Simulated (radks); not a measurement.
Question: Species: Al3+. Configuration: [He] 2s1 2p6 3p1 (not the ground configuration). Method: Dirac Kohn-Sham, PBEsol, spin-unpolarised, spherical densities, finite nucleus; open shells fill j = l - 1/2 first; Fermi nuclear charge, rms radius 3.061 fm; computed with a radial shooting solver on a logarithmic mesh with Libxc functionals.

Spin-orbit splittings of the eigenvalues, e(l+1/2) - e(l-1/2), with zeta = 2 splitting/(2l+1) and mean radii in bohr:

| shell | occ. | splitting (eV) | zeta (eV) | <r> j=l-1/2 | <r> j=l+1/2 |
|---|---|---|---|---|---|
| 2p | 6 | 0.4799 | 0.3199 | 0.5714 | 0.5733 |
| 3p | 1 | ? | ? | 2.111 | 2.115 |

Estimate the 3p splitting.

Answer: 0.05332 eV (zeta = 0.03554 eV).
